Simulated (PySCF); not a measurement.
PySCF input for ClH6NSi3, SMILES Cl[SiH]1[SiH2]N[SiH2]1, PBE0-D3(BJ)/def2-SVP. The structure is a stationary point at PBE0-D3(BJ)/def2-SVP. The structure was generated by enumeration, and PubChem lists no compound with its InChIKey, so it may never have been made.

```python
import numpy as np
from pyscf import gto, scf, dft, df
from pyscf.hessian import thermo

mol = gto.M(
    atom='''
    Cl    2.40643966    0.39409342    0.00000000
    Si    0.64481132   -0.71009387   -0.00000000
    Si   -1.04704214    0.04715795   -1.44992028
    N    -1.98042492    0.38883590    0.00000000
    Si   -1.04704214    0.04715795    1.44992028
    H     1.00053450   -2.15852204   -0.00000000
    H    -1.69887986   -0.95257410   -2.35571638
    H    -0.71629412    1.25190600   -2.27464248
    H    -2.92686492    0.75931028    0.00000000
    H    -0.71629412    1.25190600    2.27464248
    H    -1.69887986   -0.95257409    2.35571638
    ''',
    basis='def2-SVP',
    charge=0,
    spin=0,
    max_memory=1600,
    verbose=3,
)
mf = dft.RKS(mol, xc='pbe0').density_fit(auxbasis='def2-universal-jkfit')
mf.disp = 'd3bj'
mf.grids.level = 3
mf.conv_tol = 1e-11
mf.max_cycle = 100
mf.kernel()

# [left out here: the lines that compute and print the analytic Hessian (its translational invariance restored by hand, since the grid's response is missing), thermochemistry and intensities]
```

Program output:

```
converged SCF energy = -1386.08576883183

WARN: DFTD3 does not support analytical Hessian, using finite difference


WARN: Mole.unit (angstrom) is changed to Bohr

Mode                                 0                   1                   2
Irrep
Freq [cm^-1]                       63.2020            126.1041            145.3915
Reduced mass [au]                   4.3990              6.3911              3.2605
Force const [Dyne/A]                0.0104              0.0599              0.0406
Char temp [K]                      90.9336            181.4357            209.1860
Normal mode                   x     y     z       x     y     z       x     y     z
       0  Cl                -0.07  0.04  0.00   -0.00  0.00 -0.09    0.07 -0.02 -0.00
       1  Si                 0.00 -0.06 -0.00   -0.00 -0.00  0.08    0.01  0.07  0.00
       2  Si                 0.02 -0.03 -0.00    0.07  0.03  0.02   -0.05 -0.04 -0.00
       3   N                 0.08  0.15  0.00    0.00  0.00 -0.02    0.01  0.10 -0.00
       4  Si                 0.02 -0.03  0.00   -0.07 -0.03  0.02   -0.05 -0.04  0.00
       5   H                 0.08 -0.04 -0.00    0.00 -0.00  0.12   -0.02  0.07  0.00
       6   H                -0.07 -0.05  0.09    0.09  0.09 -0.05   -0.03 -0.20  0.15
       7   H                 0.07 -0.11 -0.10    0.16  0.05  0.09   -0.17 -0.12 -0.17
       8   H                 0.13  0.27  0.00    0.00  0.00 -0.06   -0.01  0.05 -0.00
       9   H                 0.07 -0.11  0.10   -0.16 -0.05  0.09   -0.17 -0.12  0.17
      10   H                -0.07 -0.05 -0.09   -0.09 -0.09 -0.05   -0.03 -0.20 -0.15
Mode                                 3                   4                   5
Irrep
Freq [cm^-1]                      333.7865            404.8436            409.8117
Reduced mass [au]                   7.0582              2.4912              3.6061
Force const [Dyne/A]                0.4633              0.2406              0.3568
Char temp [K]                     480.2445            582.4798            589.6278
Normal mode                   x     y     z       x     y     z       x     y     z
       0  Cl                -0.04 -0.02 -0.00   -0.00 -0.00 -0.00   -0.05 -0.03  0.00
       1  Si                -0.06  0.07  0.00   -0.00  0.00 -0.09   -0.01  0.05  0.00
       2  Si                 0.04 -0.01 -0.08    0.06 -0.01  0.05    0.05 -0.00  0.08
       3   N                 0.10 -0.04 -0.00   -0.00  0.00  0.01   -0.04  0.03 -0.00
       4  Si                 0.04 -0.01  0.08   -0.06  0.01  0.05    0.05 -0.00 -0.08
       5   H                -0.11  0.05  0.00   -0.00  0.00 -0.37   -0.14  0.02  0.00
       6   H                 0.05 -0.07 -0.01    0.20 -0.20  0.15    0.19 -0.16  0.15
       7   H                -0.08 -0.01 -0.13   -0.11 -0.05 -0.07   -0.03 -0.05 -0.03
       8   H                 0.05 -0.15  0.00   -0.00 -0.00 -0.04   -0.12 -0.19  0.00
       9   H                -0.08 -0.01  0.13    0.11  0.05 -0.07   -0.03 -0.05  0.03
      10   H                 0.05 -0.07  0.01   -0.20  0.20  0.15    0.19 -0.16 -0.15
Mode                                 6                   7                   8
Irrep
Freq [cm^-1]                      458.8394            465.5884            501.8806
Reduced mass [au]                   1.5619              1.2411              1.4012
Force const [Dyne/A]                0.1937              0.1585              0.2080
Char temp [K]                     660.1677            669.8781            722.0945
Normal mode                   x     y     z       x     y     z       x     y     z
       0  Cl                -0.00 -0.00  0.01   -0.00 -0.01 -0.00    0.01 -0.00 -0.00
       1  Si                -0.00  0.00 -0.09   -0.02  0.06  0.00   -0.04  0.06 -0.00
       2  Si                 0.01 -0.04  0.03    0.01 -0.03  0.01    0.00 -0.04  0.01
       3   N                -0.00 -0.00  0.00   -0.02 -0.04 -0.00    0.01  0.04  0.00
       4  Si                -0.01  0.04  0.03    0.01 -0.03 -0.01    0.00 -0.04 -0.01
       5   H                -0.00  0.00  0.16    0.01  0.06 -0.00   -0.02  0.07  0.00
       6   H                -0.15  0.23 -0.15    0.13  0.02 -0.12   -0.23  0.22 -0.11
       7   H                 0.40 -0.02  0.21    0.02  0.06  0.14    0.43 -0.07  0.14
       8   H                 0.00  0.00 -0.04    0.30  0.77 -0.00   -0.09 -0.21  0.00
       9   H                -0.40  0.02  0.21    0.02  0.06 -0.14    0.43 -0.07 -0.14
      10   H                 0.15 -0.23 -0.15    0.13  0.02  0.12   -0.23  0.22  0.11
Mode                                 9                  10                  11
Irrep
Freq [cm^-1]                      576.1539            619.4267            686.1381
Reduced mass [au]                   6.9554              1.1830              1.0812
Force const [Dyne/A]                1.3604              0.2674              0.2999
Char temp [K]                     828.9572            891.2171            987.1999
[...]
       5   H                -0.89 -0.24 -0.00    0.00  0.00  0.07    0.09  0.03 -0.00
       6   H                -0.08  0.05 -0.03    0.12 -0.10 -0.00   -0.29  0.24 -0.07
       7   H                 0.02 -0.02 -0.03    0.15 -0.02 -0.00   -0.37  0.05 -0.09
       8   H                 0.01  0.09 -0.00   -0.00  0.00  0.55   -0.11  0.04 -0.00
       9   H                 0.02 -0.02  0.03   -0.15  0.02 -0.00   -0.37  0.05  0.09
      10   H                -0.08  0.05  0.03   -0.12  0.10 -0.00   -0.29  0.24  0.07
Mode                                18                  19                  20
Irrep
Freq [cm^-1]                      963.9398            995.7734           1128.7838
Reduced mass [au]                   1.0435              1.1189              1.4402
Force const [Dyne/A]                0.5713              0.6537              1.0812
Char temp [K]                    1386.8947           1432.6962           1624.0685
Normal mode                   x     y     z       x     y     z       x     y     z
       0  Cl                 0.00 -0.00 -0.00    0.00  0.00 -0.00    0.00 -0.00  0.00
       1  Si                -0.00 -0.00  0.00   -0.00 -0.00 -0.00    0.00 -0.00 -0.00
       2  Si                -0.01  0.00 -0.02   -0.02  0.01  0.03    0.00 -0.00  0.02
       3   N                 0.00 -0.00 -0.02    0.04 -0.02  0.00   -0.00  0.00 -0.15
       4  Si                 0.01 -0.00 -0.02   -0.02  0.01 -0.03   -0.00  0.00  0.02
       5   H                 0.00  0.00 -0.03    0.01  0.00  0.00    0.00  0.00  0.02
       6   H                -0.09 -0.28  0.38    0.18  0.24 -0.37   -0.08  0.02  0.05
       7   H                 0.14  0.24  0.40   -0.05 -0.26 -0.38   -0.07  0.03  0.05
       8   H                 0.00 -0.00 -0.12    0.04 -0.02  0.00   -0.00  0.00  0.80
       9   H                -0.14 -0.24  0.40   -0.05 -0.26  0.38    0.07 -0.03  0.05
      10   H                 0.09  0.28  0.38    0.18  0.24  0.37    0.08 -0.02  0.05
Mode                                21                  22                  23
Irrep
Freq [cm^-1]                     2200.6528           2203.5843           2208.1907
Reduced mass [au]                   1.0362              1.0471              1.0444
Force const [Dyne/A]                2.9565              2.9957              3.0006
Char temp [K]                    3166.2493           3170.4672           3177.0947
Normal mode                   x     y     z       x     y     z       x     y     z
       0  Cl                -0.00 -0.00 -0.00   -0.00  0.00  0.00   -0.00 -0.00  0.00
       1  Si                -0.00  0.00  0.00   -0.00  0.00 -0.00    0.00 -0.00 -0.00
       2  Si                -0.01 -0.01 -0.02   -0.01 -0.02 -0.01   -0.01 -0.02  0.01
       3   N                -0.00  0.00 -0.00   -0.00  0.00  0.00   -0.00 -0.00  0.00
       4  Si                 0.01  0.01 -0.02   -0.01 -0.02  0.01    0.01  0.02  0.01
       5   H                 0.00 -0.00 -0.00    0.03 -0.13  0.00   -0.00  0.00  0.00
       6   H                 0.30  0.46  0.41    0.28  0.44  0.39    0.06  0.08  0.09
       7   H                -0.04 -0.12  0.06    0.03  0.15 -0.11    0.15  0.55 -0.37
       8   H                -0.00 -0.00 -0.00   -0.00 -0.00  0.00    0.00  0.00  0.00
       9   H                 0.04  0.12  0.06    0.03  0.15  0.11   -0.15 -0.55 -0.37
      10   H                -0.29 -0.46  0.40    0.29  0.44 -0.40   -0.06 -0.08  0.09
Mode                                24                  25                  26
Irrep
Freq [cm^-1]                     2213.0447           2237.8150           3621.7132
Reduced mass [au]                   1.0359              1.0427              1.0761
Force const [Dyne/A]                2.9891              3.0765              8.3167
Char temp [K]                    3184.0786           3219.7175           5210.8390
Normal mode                   x     y     z       x     y     z       x     y     z
       0  Cl                -0.00 -0.00  0.00   -0.00 -0.00  0.00   -0.00 -0.00  0.00
       1  Si                 0.00  0.00 -0.00    0.01 -0.03 -0.00    0.00 -0.00 -0.00
       2  Si                 0.00  0.01 -0.02   -0.00 -0.00 -0.00   -0.00  0.00  0.00
       3   N                -0.00  0.00  0.00    0.00 -0.00  0.00    0.07 -0.03  0.00
       4  Si                 0.00  0.01  0.02   -0.00 -0.00  0.00   -0.00  0.00 -0.00
       5   H                 0.01 -0.05  0.00   -0.24  0.94  0.00   -0.00  0.00 -0.00
       6   H                 0.08  0.14  0.11    0.05  0.07  0.06   -0.00  0.00  0.00
       7   H                -0.15 -0.54  0.36   -0.00 -0.01  0.01   -0.00  0.00  0.00
       8   H                -0.00  0.00  0.00    0.00 -0.00  0.00   -0.90  0.35  0.00
       9   H                -0.15 -0.54 -0.36   -0.00 -0.01 -0.01   -0.00  0.00 -0.00
      10   H                 0.08  0.14 -0.11    0.05  0.07 -0.06   -0.00  0.00 -0.00
temperature 298.1500 [K]
pressure 101325.00 [Pa]
Rotational constants [GHz] 2.94145 1.32499 1.03347
Symmetry number 1
Zero-point energy (ZPE) 0.06199 [Eh]   162761.262 [J/mol]
                           tot       elec      trans        rot        vib
Entropy [J/mol/K]       367.306      0.000    170.355    120.370     76.581
Cv [J/mol/K]            118.914      0.000     12.472     12.472     93.970
Cp [J/mol/K]            127.228      0.000     20.786     12.472     93.970
Internal energy [J/mol]                      3718.434   3718.434 175725.693
Internal energy [Eh]   -1386.01601  -1386.08577
Enthalpy [J/mol]                             6197.391   3718.434 175725.693
Enthalpy [Eh]          -1386.01506
Gibbs free energy [J/mol]                  -44593.969 -32169.939 152893.004
Gibbs free energy [Eh] -1386.05677
static polarisability / bohr^3: [[ 9.6706e+01  5.6000e-02  0.0000e+00]
 [ 6.2000e-02  7.6593e+01  0.0000e+00]
 [-0.0000e+00 -0.0000e+00  9.7188e+01]]
largest difference of analytic and finite-field dipole derivatives / e: 0.0007868422180770107
mode   freq/cm-1   IR/(km/mol)   Raman/(A^4/amu)   depolarisation
   1       63.20         0.230             0.414            0.666
   2      126.10         1.026             4.160            0.750
   3      145.39         1.212             1.376            0.557
   4      333.79         0.726             6.662            0.634
   5      404.84         0.181            13.997            0.750
   6      409.81        10.296            24.222            0.062
   7      458.84         4.882             3.041            0.750
   8      465.59        63.378             5.435            0.237
   9      501.88        39.076            20.633            0.636
  10      576.15        59.599             5.367            0.598
  11      619.43        20.066             9.001            0.750
  12      686.14         0.172             6.726            0.750
  13      697.51        59.491            10.477            0.490
  14      704.71        35.079            10.018            0.319
  15      721.69        18.612            15.536            0.750
  16      770.14       141.203             8.797            0.548
  17      862.09       123.605             5.184            0.750
  18      890.75       271.654             4.588            0.427
  19      963.94       237.103             0.141            0.750
  20      995.77        10.338            31.503            0.748
  21     1128.78       104.764             0.725            0.750
  22     2200.65       204.811           108.180            0.750
  23     2203.58       189.480           133.147            0.216
  24     2208.19        73.835           170.789            0.750
  25     2213.04        79.034           353.382            0.090
  26     2237.81        95.623           220.703            0.167
  27     3621.71        42.547           209.925            0.295
max |gradient| / (hartree/bohr): 4.3881853033964275e-05
APT charges: [-0.5265  0.7941  0.9573 -1.0405  0.9573 -0.2359 -0.2821 -0.2744  0.2073
 -0.2744 -0.2821]
```

Self-consistency was reached.
